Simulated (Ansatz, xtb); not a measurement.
Relative energy of two isomers of C2H4GeN2Si

Structure I is `N#[C][GeH]([SiH3])[C]#N`, a singlet and structure II is `N#C[SiH2][GeH2][C]#N`, a singlet. Both are isolated molecules in the gas phase, relaxed with PBE-D3(BJ)/def2-SVP; each stands in its lowest conformer found.

Q: Which of the two would you expect CCSD(T)/def2-SVP + ΔMP2/def2-TZVPP electronic energies to favour?

A: Structure II; the calculation gives E(II) − E(I) = −3.7 kcal/mol.

How the difference moves with the method:

```
                             level             geometry  E(II) − E(I) (kcal/mol)  departure from the last row (kcal/mol)  job, with rough time for the two
                          GFN2-xTB             GFN2-xTB                      +3.8                                    +7.5              optimisation, 0.97 s
                         HF/STO-3G             GFN2-xTB                      −2.8                                    +0.9               single point, 3.4 s
                r2SCAN-D4/def2-SVP             GFN2-xTB                      −5.3                                    −1.5                single point, 12 s
               PBE-D3(BJ)/def2-SVP  PBE-D3(BJ)/def2-SVP                      −4.9                                    −1.2             optimisation, 2.5 min
                       HF/def2-SVP  PBE-D3(BJ)/def2-SVP                      −4.6                                    −0.9           part of the CCSD(T) run
                      MP2/def2-SVP  PBE-D3(BJ)/def2-SVP                      −4.0                                    −0.2           part of the CCSD(T) run
                  CCSD(T)/def2-SVP  PBE-D3(BJ)/def2-SVP                      −4.0                                    −0.2                      single point
CCSD(T)/def2-SVP + ΔMP2/def2-TZVPP  PBE-D3(BJ)/def2-SVP                      −3.7                                                     single point, 2.6 min
```

As drawn, II has 1 C–Si, 1 Ge–H in place of 1 C–Ge, 1 Si–H.

GFN2-xTB puts the two in the other order. The largest departure from CCSD(T)/def2-SVP + ΔMP2/def2-TZVPP is that of GFN2-xTB, 7.5 kcal/mol. The last row adds to CCSD(T) the change of the MP2 difference between the two basis sets, here +0.2 kcal/mol.

With thermal terms from frequencies at re-optimised GFN2-xTB minima (ideal gas, soft modes damped towards free rotors, one conformer each, 298.15 K, 1 atm): on the last row, ΔE + ΔZPE = −3.6, ΔH = −3.9, ΔG = −3.2 kcal/mol.

The correlated steps freeze 18 core orbitals; the filled d shell of Ge is correlated, in a basis made for valence electrons. Codes used: Ansatz 0.2.0, xtb 6.7.1; the last row on 2 threads of Intel(R) Xeon(R) Processor @ 2.50GHz (Skylake/Cascade Lake) on a shared host.
